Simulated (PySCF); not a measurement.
Molecule: SMILES S(C)c1ccccn1, C6H7NS.

Numbering as in the mapped SMILES `[CH3:1][S:2][c:3]1[cH:4][cH:5][cH:6][cH:7][n:8]1`. Hydrogens are named by the atom that carries them.

Geometry PBE0-D3(BJ)/def2-SVP throughout; GIAO in PySCF 2.14.0 with density-fitted response routines, gas phase, one conformer, non-relativistic; equivalent atoms averaged; basis pcSseg-1.

For orientation, KT2 gives these absolute shieldings σ: C3 26.6, C7 39.7, C6 70.5, C1 166.1, S2 459.3, N8 -45.6, H(C7) 23.04, H(C5) 24.12, H(C4) 24.29 ppm.

A run gave: C3 16.2, C7 29.4, C6 61.9, C1 167.1, S2 458.4, N8 -70.9, H(C7) 22.77, H(C5) 23.81, H(C4) 24.07 ppm (absolute shieldings σ).

Problem. Which functional was used in that run?
A. PBE0
B. BLYP
C. WP04
D. CAM-B3LYP

Solution. A. C3 tells them apart best: PBE0 gives 16.2, CAM-B3LYP gives 9.0, WP04 gives 0.7, BLYP gives 7.0 ppm.
